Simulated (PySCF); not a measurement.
Ca (calcium, neutral) across methods

[Ar] 3d2, high-spin 3F determinant (an excited configuration). Computed with PySCF 2.14 in x2c-QZVPPall (11s7p4d3f, 73 functions), with scalar relativity by spin-free X2C-1e.

```
   method  E (hartree)  mean ε 3p α (eV)  mean ε 3p β (eV)  mean ε 3d α (eV)  Σ⟨r²⟩ (bohr²)   ⟨S²⟩
CAM-B3LYP     -680.322           -28.421           -27.596            -2.072          49.59  2.000
     PBE0     -680.120           -27.299           -26.474            -1.337          51.46  2.000
      LDA     -678.442           -24.864           -24.226            -0.779          51.41  2.000
      UHF   -679.43633           -34.122           -32.938            -2.618          53.99  2.002
BHandHLYP     -680.289           -29.479           -28.520            -1.725          50.69  2.001
   M06-2X     -680.288           -29.474           -28.745            -1.862          50.84  2.000
   r2SCAN     -680.265           -25.609           -24.832            -0.781          51.38  2.001
      PBE     -680.093           -24.912           -24.256            -0.831          52.15  2.000
```

Question: Estimate the same row for BP86.

Answer: E (hartree) = -680.390; mean ε 3p α (eV) = -24.986; mean ε 3p β (eV) = -24.369; mean ε 3d α (eV) = -0.936; Σ⟨r²⟩ (bohr²) = 52.05; ⟨S²⟩ = 2.000.
